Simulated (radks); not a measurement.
Q: Charge is removed step by step from the 2s level of the osmium ion Os68+, starting from [He] 2s2 2p4. Method: scalar-relativistic Kohn-Sham, PBE, spin-unpolarised, spherical densities, finite nucleus; Fermi nuclear charge, rms radius 5.4126 fm; computed with a radial shooting solver on a logarithmic mesh with Libxc functionals. At the starting occupation the eigenvalue is -19142.6 eV. Estimate the energy to remove one whole electron from this level, the eigenvalue at the end, and how far E(n) bends from a straight line.

A: Delta-SCF 19296.6 eV; final eigenvalue -19461.2 eV; the deviation from the straight line is -40.052 eV at 0.5 electron removed, the largest on the grid computed. Slater's transition state (half an electron removed) gives 19301.9 eV. Integrating minus the eigenvalue over the occupation (Janak's theorem) gives 19301.9 eV. In this scalar-relativistic scheme the density is built from large components alone, so the theorem holds only approximately. The mean slope of the eigenvalue, de/dn, is 319 eV per electron.
